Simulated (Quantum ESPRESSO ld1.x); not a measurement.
Li, 3 electrons, occupied as [He] 7s1 (not the ground configuration).

Method: non-relativistic Kohn-Sham, LDA (Slater exchange, VWN5 correlation), spin-polarised, spherical densities, point nucleus; open shells are filled with parallel spins first; computed with ld1.x of Quantum ESPRESSO 7.5.

Energy parts (Ry):
total: -14.3140
kinetic: 14.1408
electron-nucleus: -31.9703
Hartree: 6.5978
exchange-correlation: -3.0823

Orbitals (lengths in bohr, moments of r in powers of bohr; <r^-3> diverges for s and p1/2; r(max) is where P^2 peaks; r(90%) holds 90 % of the orbital's charge):
orbital  occ.  eigenvalue (Ry)  r(max)    <1/r>  <r^-3>  r(90%)
1s up       1         -4.33322   0.365    2.652       -    1.06
1s down     1         -4.33292   0.365    2.652       -    1.06
7s up       1         -0.01975    70.2  0.02460       -    79.9
7s down     0         -0.01839    70.2  0.02582       -    79.9

The highest occupied level is 7s up at -0.269 eV. Virial ratio -V/T = 2.01225. Summed over all electrons, <r^2> = 4007 bohr^2, which gives a Langevin (diamagnetic) susceptibility term of -3.17e+03 x 10^-6 cm^3/mol. The density falls to 0.001 e/bohr^3 at r = 1.88 bohr. Spin moment in Bohr magnetons: 1.
